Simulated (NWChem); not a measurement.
System: C3H7O, doublet; SMILES C[C](C)O

Input file for NWChem:

```
start job
memory heap 200 mb stack 900 mb global 1100 mb
geometry units angstroms noautosym nocenter noautoz
  C     -0.588764    -1.339973     0.026045
  C      0.039893    -0.012850    -0.189478
  C     -0.730095     1.248904    -0.013880
  O      1.362269     0.008990     0.160044
  H     -0.757395    -1.554401     1.103009
  H     -1.563611    -1.402815    -0.479338
  H      0.059331    -2.141070    -0.361533
  H     -0.207769     2.111136    -0.465888
  H     -0.897448     1.498790     1.056744
  H     -1.718942     1.179431    -0.490465
  H      1.699706     0.902974     0.039180
end
basis spherical
  * library def2-svp
end
dft
  odft
  mult 2
  xc b3lyp
  iterations 150
end
cosmo
  dielec 25.0
end
task dft energy
```

Excerpt of the output:

```
             Northwest Computational Chemistry Package (NWChem) 7.3.0
             --------------------------------------------------------

                             Geometry "geometry" -> ""
                             -------------------------

 Output coordinates in angstroms (scale by  1.889725989 to convert to a.u.)

  No.       Tag          Charge          X              Y              Z
 ---- ---------------- ---------- -------------- -------------- --------------
    1 C                    6.0000    -0.58876400    -1.33997300     0.02604500
    2 C                    6.0000     0.03989300    -0.01285000    -0.18947800
    3 C                    6.0000    -0.73009500     1.24890400    -0.01388000
    4 O                    8.0000     1.36226900     0.00899000     0.16004400
    5 H                    1.0000    -0.75739500    -1.55440100     1.10300900
    6 H                    1.0000    -1.56361100    -1.40281500    -0.47933800
    7 H                    1.0000     0.05933100    -2.14107000    -0.36153300
    8 H                    1.0000    -0.20776900     2.11113600    -0.46588800
    9 H                    1.0000    -0.89744800     1.49879000     1.05674400
   10 H                    1.0000    -1.71894200     1.17943100    -0.49046500
   11 H                    1.0000     1.69970600     0.90297400     0.03918000

 Effective nuclear repulsion energy (a.u.)     126.1599491312

                                 NWChem DFT Module
                                 -----------------

 Summary of "ao basis" -> "ao basis" (spherical)
 ------------------------------------------------------------------------------
       Tag                 Description            Shells   Functions and Types
 ---------------- ------------------------------  ------  ---------------------
 C                          def2-svp                 6       14   3s2p1d
 O                          def2-svp                 6       14   3s2p1d
 H                          def2-svp                 3        5   2s1p

 in cosmo_initialize ...

 solvent parameters
 solvname_short: unkn
 solvname_long:  unknown
 dielec:       25.0000

          ---------------
          -cosmo- solvent
          ---------------
 Cosmo: York-Karplus, doi: 10.1021/jp992097l
 dielectric constant -eps-     =  25.00
 screen = (eps-1)/(eps    )    =   0.96000
 surface charge correction     = lagrangian

   van der Waals surface
 --------------------------

 ---------- ATOMIC COORDINATES (A.U.) ------------ VDWR(ANG.) --
     1   -1.11260263   -2.53218180    0.04921791     2.000
     2    0.07538684   -0.02428298   -0.35806150     2.000
     3   -1.37967950    2.36008635   -0.02622940     2.000
     4    2.57431513    0.01698864    0.30243931     1.720
     5   -1.43126902   -2.93739197    2.08438477     1.300
     6   -2.95479634   -2.65093596   -0.90581748     1.300
     7    0.11211933   -4.04603562   -0.68319831     1.300
     8   -0.39262648    3.98946856   -0.88040066     1.300
     9   -1.69593081    2.83230241    1.99695660     1.300
    10   -3.24832937    2.22880141   -0.92684446     1.300
    11    3.21197860    1.70637343    0.07403946     1.300
 number of segments per atom =         32
 number of   points per atom =         32
 atom (   nspa,  nppa )
 ----------------------
    1 (     17,     0 )       0
    2 (     10,     0 )       0
    3 (     18,     0 )       0
    4 (     16,     0 )       0
    5 (     15,     0 )       0
    6 (     15,     0 )       0
    7 (     15,     0 )       0
    8 (     13,     0 )       0
    9 (     14,     0 )       0
   10 (     15,     0 )       0
   11 (     17,     0 )       0
 number of -cosmo- surface points =      165
 molecular surface =    115.180 angstrom**2
 molecular volume  =     87.493 angstrom**3
 G(cav/disp)       =      1.436 kcal/mol
 -lineq- algorithm             =   0
 -bem- low  level              =   2
 -bem- from -octahedral-
 gaussian surface charge width =   4.50000
 degree of switching           =   1.00000
 switching function tolerance  =   0.00010
 atomic radii =
 --------------
    1  6.000  2.000
    2  6.000  2.000
    3  6.000  2.000
    4  8.000  1.720
    5  1.000  1.300
    6  1.000  1.300
    7  1.000  1.300
    8  1.000  1.300
    9  1.000  1.300
   10  1.000  1.300
   11  1.000  1.300
 ...... end of -cosmo- initialization ......

            General Information
            -------------------
          SCF calculation type: DFT
          Wavefunction type:  spin polarized.
          No. of atoms     :    11
          No. of electrons :    33
           Alpha electrons :    17
            Beta electrons :    16
          Charge           :     0
          Spin multiplicity:     2
          Use of symmetry is: off; symmetry adaption is: off
          Maximum number of iterations: 150
          AO basis - number of functions:    91
                     number of shells:    45
          Convergence on energy requested:  1.00D-06
          Convergence on density requested:  1.00D-05
          Convergence on gradient requested:  5.00D-04

              XC Information
              --------------
                         B3LYP Method XC Potential
                     Hartree-Fock (Exact) Exchange  0.200
                        Slater Exchange Functional  0.800 local
                    Becke 1988 Exchange Functional  0.720 non-local
              Lee-Yang-Parr Correlation Functional  0.810
                  VWN I RPA Correlation Functional  0.190 local

             Grid Information
             ----------------
          Grid used for XC integration:  medium
          Radial quadrature: Mura-Knowles
          Angular quadrature: Lebedev.
          Tag              B.-S. Rad. Rad. Pts. Rad. Cut. Ang. Pts.
          ---              ---------- --------- --------- ---------
          C                   0.70       49          10.0       434
          O                   0.60       49          10.0       434
          H                   0.35       45          11.0       434
          Grid pruning is: on
          Number of quadrature shells:   511
          Spatial weights used:  Erf1

      Superposition of Atomic Density Guess
      -------------------------------------

 Sum of atomic energies:        -191.06053851

      Non-variational initial energy
      ------------------------------

 Total energy =    -193.439914
 1-e energy   =    -507.322961
 2-e energy   =     187.723098
 HOMO         =      -0.075248
 LUMO         =       0.090109

[...]

                                   COSMO solvation results
                                   -----------------------

                 gas phase energy =      -193.561258090403
                 sol phase energy =      -193.568220235304
 (electrostatic) solvation energy =         0.006962144902 (    4.37 kcal/mol)

                    DFT Final Alpha Molecular Orbital Analysis
                    ------------------------------------------

 Vector   15  Occ=1.000000D+00  E=-3.604374D-01
              MO Center=  1.9D-01, -3.1D-01,  6.2D-02, r^2= 3.0D+00
   Bfn.  Coefficient  Atom+Function         Bfn.  Coefficient  Atom+Function
  ----- ------------  ---------------      ----- ------------  ---------------
    48      0.378107   4 O  pz               51      0.262755   4 O  pz
     5     -0.233646   1 C  py               67      0.231854   7 H  s
    19      0.193098   2 C  py               33     -0.184912   3 C  py
     6     -0.158445   1 C  pz               57     -0.132182   5 H  s
     8     -0.125226   1 C  py               77     -0.122791   9 H  s

 Vector   16  Occ=1.000000D+00  E=-3.371707D-01
              MO Center=  4.6D-01,  1.3D-01, -2.4D-03, r^2= 2.5D+00
   Bfn.  Coefficient  Atom+Function         Bfn.  Coefficient  Atom+Function
  ----- ------------  ---------------      ----- ------------  ---------------
    47      0.332010   4 O  py               19     -0.261461   2 C  py
    46     -0.243764   4 O  px               33      0.218819   3 C  py
    50      0.214420   4 O  py               49     -0.193439   4 O  px
     5      0.184865   1 C  py               48      0.173203   4 O  pz
    32     -0.168697   3 C  px               87      0.143887  11 H  s

 Vector   17  Occ=1.000000D+00  E=-1.545402D-01
              MO Center=  1.3D-01, -3.8D-03, -1.3D-01, r^2= 2.2D+00
   Bfn.  Coefficient  Atom+Function         Bfn.  Coefficient  Atom+Function
  ----- ------------  ---------------      ----- ------------  ---------------
    20      0.558886   2 C  pz               23      0.434398   2 C  pz
    17     -0.401723   2 C  s                48     -0.316935   4 O  pz
    51     -0.297205   4 O  pz               78     -0.257163   9 H  s
    58     -0.253030   5 H  s                31      0.202675   3 C  s
     3      0.192675   1 C  s                57     -0.161818   5 H  s

 Vector   18  Occ=0.000000D+00  E= 5.359292D-02
              MO Center= -5.4D-02,  6.4D-01, -4.4D-02, r^2= 7.0D+00
   Bfn.  Coefficient  Atom+Function         Bfn.  Coefficient  Atom+Function
  ----- ------------  ---------------      ----- ------------  ---------------
    31      1.517415   3 C  s                 3      1.372216   1 C  s
    73     -0.742655   8 H  s                83     -0.728800  10 H  s
    88     -0.715750  11 H  s                63     -0.707257   6 H  s
    78     -0.619759   9 H  s                68     -0.510191   7 H  s
    58     -0.501854   5 H  s                45      0.477044   4 O  s

 Vector   19  Occ=0.000000D+00  E= 9.472094D-02
              MO Center=  3.0D-01, -6.1D-01,  1.7D-01, r^2= 7.2D+00
   Bfn.  Coefficient  Atom+Function         Bfn.  Coefficient  Atom+Function
  ----- ------------  ---------------      ----- ------------  ---------------
     3      2.139085   1 C  s                58     -1.100213   5 H  s
    68     -1.052089   7 H  s                88      0.867002  11 H  s
    63     -0.672920   6 H  s                17     -0.473436   2 C  s
    45     -0.405392   4 O  s                 8     -0.336909   1 C  py
    50     -0.247965   4 O  py               73      0.236924   8 H  s

 Vector   20  Occ=0.000000D+00  E= 1.111627D-01
              MO Center= -5.6D-01,  1.1D+00,  3.1D-01, r^2= 6.4D+00
   Bfn.  Coefficient  Atom+Function         Bfn.  Coefficient  Atom+Function
  ----- ------------  ---------------      ----- ------------  ---------------
    31      2.411220   3 C  s                78     -1.403380   9 H  s
     3     -1.216763   1 C  s                73     -1.178565   8 H  s
    63      0.928456   6 H  s                88      0.546300  11 H  s
    22     -0.491624   2 C  py               58      0.387872   5 H  s
    45     -0.348248   4 O  s                37      0.345737   3 C  pz

                     DFT Final Beta Molecular Orbital Analysis
                     -----------------------------------------

 Vector   14  Occ=1.000000D+00  E=-3.672016D-01
              MO Center= -2.8D-01,  5.2D-01, -1.2D-01, r^2= 3.4D+00
   Bfn.  Coefficient  Atom+Function         Bfn.  Coefficient  Atom+Function
  ----- ------------  ---------------      ----- ------------  ---------------
    32      0.281372   3 C  px               72      0.273842   8 H  s
    82     -0.237739  10 H  s                 5      0.201258   1 C  py
    33      0.194272   3 C  py               47     -0.181261   4 O  py
    67     -0.165020   7 H  s                46      0.163335   4 O  px
    48      0.135172   4 O  pz               73      0.118888   8 H  s

 Vector   15  Occ=1.000000D+00  E=-3.452165D-01
              MO Center=  3.9D-01, -1.8D-01,  9.6D-02, r^2= 2.6D+00
   Bfn.  Coefficient  Atom+Function         Bfn.  Coefficient  Atom+Function
  ----- ------------  ---------------      ----- ------------  ---------------
    48      0.362413   4 O  pz               51      0.259679   4 O  pz
    19      0.254987   2 C  py                5     -0.240715   1 C  py
    33     -0.214660   3 C  py               67      0.181503   7 H  s
    47     -0.170983   4 O  py               45      0.159308   4 O  s
     3     -0.151660   1 C  s                 8     -0.139397   1 C  py

 Vector   16  Occ=1.000000D+00  E=-3.245654D-01
              MO Center=  7.2D-01,  1.0D-01,  4.2D-02, r^2= 2.1D+00
   Bfn.  Coefficient  Atom+Function         Bfn.  Coefficient  Atom+Function
  ----- ------------  ---------------      ----- ------------  ---------------
    48      0.367958   4 O  pz               47      0.275090   4 O  py
    51      0.273002   4 O  pz               46     -0.233688   4 O  px
    49     -0.188370   4 O  px               50      0.184781   4 O  py
    19     -0.177790   2 C  py               33      0.165617   3 C  py
    32     -0.129385   3 C  px               82      0.122641  10 H  s

 Vector   17  Occ=0.000000D+00  E=-1.745099D-02
              MO Center= -1.6D-03, -4.0D-03, -1.1D-01, r^2= 2.5D+00
   Bfn.  Coefficient  Atom+Function         Bfn.  Coefficient  Atom+Function
  ----- ------------  ---------------      ----- ------------  ---------------
    20      0.495092   2 C  pz               23      0.485582   2 C  pz
    78     -0.446001   9 H  s                58     -0.434890   5 H  s
    17     -0.410759   2 C  s                31      0.300657   3 C  s
     3      0.275076   1 C  s                51     -0.268975   4 O  pz
    48     -0.260539   4 O  pz               57     -0.160999   5 H  s

 Vector   18  Occ=0.000000D+00  E= 5.500313D-02
              MO Center= -4.8D-02,  6.5D-01, -8.2D-02, r^2= 7.0D+00
   Bfn.  Coefficient  Atom+Function         Bfn.  Coefficient  Atom+Function
  ----- ------------  ---------------      ----- ------------  ---------------
    31      1.479628   3 C  s                 3      1.331017   1 C  s
    73     -0.763699   8 H  s                83     -0.741504  10 H  s
    88     -0.722673  11 H  s                63     -0.718481   6 H  s
    78     -0.572262   9 H  s                68     -0.521909   7 H  s
    45      0.465791   4 O  s                58     -0.455743   5 H  s

 Vector   19  Occ=0.000000D+00  E= 9.671450D-02
              MO Center=  2.7D-01, -6.4D-01,  7.0D-02, r^2= 7.3D+00
   Bfn.  Coefficient  Atom+Function         Bfn.  Coefficient  Atom+Function
  ----- ------------  ---------------      ----- ------------  ---------------
     3      2.141986   1 C  s                68     -1.102041   7 H  s
    58     -1.011128   5 H  s                88      0.859824  11 H  s
    63     -0.759945   6 H  s                17     -0.423559   2 C  s
    45     -0.384884   4 O  s                 8     -0.367570   1 C  py
    73      0.280946   8 H  s                50     -0.245214   4 O  py

   alpha - beta orbital overlaps
   -----------------------------

   alpha      1      2      3      4      5      6      7      8      9     10
    beta      1      2      3      4      5      6      7      8      9     11
 overlap   1.000  1.000  1.000  1.000  1.000  0.998  1.000  0.997  0.988  0.950

   alpha     11     12     13     14     15     16     17     18     19     20
    beta     10     12     13     14     15     16     17     18     19     20
 overlap   0.973  0.936  0.936  0.944  0.874  0.916  0.982  0.998  0.996  0.915

   alpha     21     22     23     24     25     26     27     28     29     30
    beta     21     22     23     24     25     26     27     28     29     30
 overlap   0.917  0.988  0.992  0.994  0.992  0.989  0.993  0.992  0.732  0.746

   alpha     31     32     33     34     35     36     37     38     39     40
    beta     31     32     33     34     35     36     37     38     39     40
 overlap   0.988  0.968  0.980  0.970  0.755  0.793  0.969  0.994  0.974  0.985

   alpha     41     42     43     44     45     46     47     48     49     50
    beta     41     42     43     44     45     46     47     48     49     50
 overlap   0.997  0.996  0.994  0.996  1.000  1.000  0.942  0.943  1.000  1.000

[...]
```

Level: B3LYP/def2-SVP, spin-unrestricted, COSMO on the gas-phase geometry. Coordinates come from a PBE0/def2-SVP, spin-unrestricted optimisation. No stability test was run on the SCF state. B3LYP is NWChem's, with the RPA form of VWN correlation. COSMO prints the solvation energy as gas minus solution, so a positive value is a stabilisation.
